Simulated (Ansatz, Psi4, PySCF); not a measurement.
cyanoethylene (C3H3N), singlet, at a GFN2-xTB geometry. Base run: MP2/cc-pVDZ run with PySCF.

Here is a job for PySCF.
```python
from pyscf import gto, scf, mp

mol = gto.M(
    atom='''
C    -0.180790   -1.615804    0.000369
C     0.566617   -0.518232   -0.002496
C     0.009846    0.778324    0.000146
H    -1.257314   -1.565384    0.004886
H     0.261224   -2.597650   -0.001716
H     1.648648   -0.554021   -0.007033
N    -0.432371    1.835904    0.002250
''',
    basis='cc-pvdz',
    charge=0,
    spin=0,
    verbose=4,
)

mf = scf.RHF(mol)
mf.kernel()

pt = mp.MP2(mf)
pt.kernel()
print('E(MP2) = %.10f' % pt.e_tot)
```

The same geometry, method and basis name were run in Ansatz (a quantum-chemistry and plane-wave program) and Psi4 and PySCF, at each program's defaults and at the settings that a row names. The base is PySCF at its defaults. Differences at the defaults can come from grids, fitting, cores and function types together.

```tsv
code and settings	ΔE vs base (µEh)	basis functions	E (Eh)	SCF cycles
PySCF, defaults (exact integrals, spherical functions, all electrons correlated)	0.0	71	-170.32811	12
Psi4, defaults (density fitting with its default set, spherical functions, all electrons correlated)	…	71	…	12
Ansatz, defaults (factorised integrals, spherical functions, frozen core)	9772	71	-170.31834	-
PySCF, frozen core	9769	71	-170.31835	12
Psi4, exact integrals, spherical functions, frozen core	9769	71	-170.31835	12
Ansatz, high accuracy, frozen core	9769	71	-170.31835	-
```

What belongs in the gaps?


- Psi4, defaults (density fitting with its default set, spherical functions, all electrons correlated), ΔE vs base (µEh): 328
- Psi4, defaults (density fitting with its default set, spherical functions, all electrons correlated), E (Eh): -170.32779
